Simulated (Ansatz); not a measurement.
A single point on `CO[SiH](C)S`.

```yaml
crystal:
  periodic: [false, false, false]
  atoms:
    - {symbol: C, position_ang: [0.397125, -2.085144, -0.261522]}
    - {symbol: O, position_ang: [0.314699, -0.755685, -0.716504]}
    - {symbol: Si, position_ang: [-0.346431, 0.464527, 0.156728]}
    - {symbol: C, position_ang: [-0.108291, 2.012715, -0.827954]}
    - {symbol: S, position_ang: [0.606509, 0.719799, 2.063300]}
    - {symbol: H, position_ang: [-0.593356, -2.490862, -0.022665]}
    - {symbol: H, position_ang: [0.836149, -2.691804, -1.054985]}
    - {symbol: H, position_ang: [1.031333, -2.159243, 0.628425]}
    - {symbol: H, position_ang: [-1.773400, 0.147507, 0.439231]}
    - {symbol: H, position_ang: [-0.616451, 2.854169, -0.353128]}
    - {symbol: H, position_ang: [0.954103, 2.253141, -0.911665]}
    - {symbol: H, position_ang: [-0.508354, 1.883297, -1.836010]}
    - {symbol: H, position_ang: [-0.193644, -0.152417, 2.696760]}
basis:
  gaussian: {orbitals: def2-QZVPP}
correlation: {method: mp2}
```

```sh
$ ansatz run in.yaml --threads 2 --pin off --events-out ev --progress --plain --max-ram 32768MiB --backend cuda --devices 0, --max-vram 18GiB
```

It prints (some lines left out):

```
Functional definition: HF
3256 factors; integrals over basis functions are off by at most 8.5e-4 eV
mean field evaluation 1: about -22905.4732 eV, gradient 4.2e1 eV
mean field evaluation 2: about -22905.6304 eV, gradient 4.2e1 eV
mean field evaluation 4: about -22909.7630 eV, gradient 5.1e0 eV
mean field evaluation 8: about -22909.8442 eV, gradient 3.2e-1 eV
mean field evaluation 16: about -22909.8449 eV, gradient 2.2e-6 eV
mean field -22909.84486461 eV, -841.9212699237 hartree, gradient 2.2e-6 eV, S^2 0.000000; 0 other end points of the search recorded, 0 dependent functions left out
13 core orbitals not correlated: weight in the atoms' cores, before any rotation towards them, 1.000 or more for the frozen orbitals, at most 0.000 for the correlated occupied ones
reference -22909.84486461 eV, -841.9212699237 hartree; 16, 16 occupied and 522, 522 virtual orbitals, 3256 factors
second order -26.08120019 eV of doubles, -0.00000000 eV of singles
Total energy: -22935.92606479 eV, -842.8797363521 hartree
```

It took 16 s on 2 threads of an AMD EPYC 7R13 on a shared host and a share of an NVIDIA H100 80 GB, with 1.1 GiB of host memory at the peak.
